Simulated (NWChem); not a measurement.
Ionisation of 2-butanone (C4H8O)

```
C
H 1 1.1010
H 1 1.1030 2 108.38
C 1 1.5262 2 107.24 3 -119.12
O 4 1.2111 1 121.15 2 -32.30
C 4 1.5182 5 121.91 1 178.82
H 6 1.0980 4 110.03 5 -8.82
H 6 1.1024 7 110.18 4 123.03
H 6 1.1038 7 109.23 8 116.91
C 1 1.5375 2 109.61 3 120.01
H 10 1.1009 1 110.80 2 -60.78
H 10 1.1009 11 108.06 1 -121.24
H 10 1.1023 11 107.59 12 -116.26
```
Charge 0, spin multiplicity 1.

The numbers come from NWChem runs, not from measurements. All single points use one geometry, from B3LYP/def2-SVP, a minimum by its harmonic frequencies. It is one conformer; others weren't searched.

Basis set: def2-SVP. The species with one electron less has spin multiplicity 2 and keeps the geometry of the parent. Δ marks differences of total energies (open shells unrestricted). −ε marks an orbital energy of the parent. That orbital need not have the symmetry of the hole or added electron in the Δ rows.

B3LYP has NWChem's definition, with VWN1-RPA local correlation. The stability of the SCF solutions was not checked.

Task: Order these methods by the first vertical ionisation energy they give, lowest first: ΔLC-wPBE (omega 0.3 per bohr), ΔB3LYP, ΔBP86, −ε(HOMO) of LC-wPBE (omega 0.3 per bohr), G0W0@PBE0.

Result: G0W0@PBE0 (8.76 eV), −ε(HOMO) of LC-wPBE (omega 0.3 per bohr) (9.02 eV), ΔBP86 (9.19 eV), ΔB3LYP (9.33 eV), ΔLC-wPBE (omega 0.3 per bohr) (9.44 eV)
